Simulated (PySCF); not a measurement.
## Telling isomers of C5H8O4Si apart by NMR

PySCF calculation with GFN2-xTB structure and NMR shieldings at PBE0/pcSseg-1/GIAO; one computed conformer, no relativistic terms, averaged over atoms made equivalent by symmetry, fast rotation or ring inversion, no solvent model.

δ = σ(ref) − σ, references computed at the same level: 1H (σ = 31.72 ppm) and 13C (σ = 186.93 ppm) against TMS. Where no couplings were computed, multiplicities follow the n + 1 count of equivalent neighbours, and m marks all less simple cases (inequivalent or close neighbours, rings, F or P nearby). Shifts are as computed. Against solution values, carbons near 30 ppm lie about +3 ppm off and those near 130 ppm about +5 ppm. Of 1211 compounds with measured shifts, 218 miss one by over three times the rms of a fit or turn the order of signals round; such compounds aren't used in these exercises.

(1) Tabulate the signals of `O=CO[Si@@H]1COCCC1=O`, `O=C(O[SiH3])C(=O)OC1CC1`, `C=CCOC(=O)C(=O)O[SiH3]`, `C=C[C@@H]1O[SiH2]O[C@@H](C=O)O1` and their relative energies.

(2) What is the quickest way to tell O=CO[Si@@H]1COCCC1=O from C=C[C@@H]1O[SiH2]O[C@@H](C=O)O1?

(3) What is the quickest way to tell O=C(O[SiH3])C(=O)OC1CC1 from C=CCOC(=O)C(=O)O[SiH3]?

(4) What is the quickest way to tell O=CO[Si@@H]1COCCC1=O from O=C(O[SiH3])C(=O)OC1CC1?

Results:

(1) 
| SMILES | carbon types | δC | δH | E rel. (kcal/mol) |
| --- | --- | --- | --- | --- |
| O=CO[Si@@H]1COCCC1=O | 1×C 1×CH 3×CH2 | 238.0, 165.2, 74.1, 67.5, 60.8 | 8.01 (s, 1H), 5.38 (m, 1H), 4.84 (m, 1H), 4.49 (m, 1H), 3.64 (m, 1H), 3.40 (m, 1H), 2.77 (m, 1H), 2.48 (m, 1H) | 0.0 |
| O=C(O[SiH3])C(=O)OC1CC1 | 2×C 1×CH 2×CH2 | 164.7, 164.3, 51.4, 8.1 | 5.26 (m, 1H), 4.93 (s, 3H), 1.07 (m, 2H), 0.79 (m, 2H) | 9.4 |
| C=CCOC(=O)C(=O)O[SiH3] | 2×C 1×CH 2×CH2 | 163.4, 162.9, 139.9, 130.5, 71.8 | 6.08 (m, 1H), 5.90 (m, 1H), 5.77 (m, 1H), 4.94 (s, 3H), 4.93 (d, 2H) | 7.0 |
| C=C[C@@H]1O[SiH2]O[C@@H](C=O)O1 | 4×CH 1×CH2 | 208.9, 144.5, 122.1, 97.6, 94.9 | 10.36 (d, 1H), 6.17 (m, 1H), 6.16 (m, 1H), 5.88 (m, 1H), 5.67 (m, 1H), 5.47 (m, 1H), 5.45 (m, 1H), 5.24 (m, 1H) | 7.4 |

Energies are electronic energies at PBE0/pcSseg-1 on these geometries, without zero-point or thermal terms, each for the one conformer computed, which needn't be the lowest.

(2) Both give the same number of carbon signals, but DEPT or the intensities differ. The first has a carbonyl carbon (C) at 238.0 ppm, the second an sp3 carbon bearing two oxygens (CH) at 97.6 ppm. Their most deshielded carbons lie at 238.0 and 208.9 ppm. In the proton spectra the most deshielded non-exchanging signals are 8.01 (s, 1H) and 10.36 (d, 1H).

(3) Count the carbon signals: 4 against 5. The first has a three-membered-ring carbon (CH) at 51.4 ppm, the second an alkene CH at 139.9 ppm. Their most deshielded carbons lie at 164.7 and 163.4 ppm. In the proton spectra the most deshielded non-exchanging signals are 5.26 (m, 1H) and 6.08 (m, 1H).

(4) Count the carbon signals: 5 against 4. The first has a carbonyl carbon (C) at 238.0 ppm, the second an ester carbonyl carbon (C) at 164.7 ppm. In the proton spectra the most deshielded non-exchanging signals are 8.01 (s, 1H) and 5.26 (m, 1H).
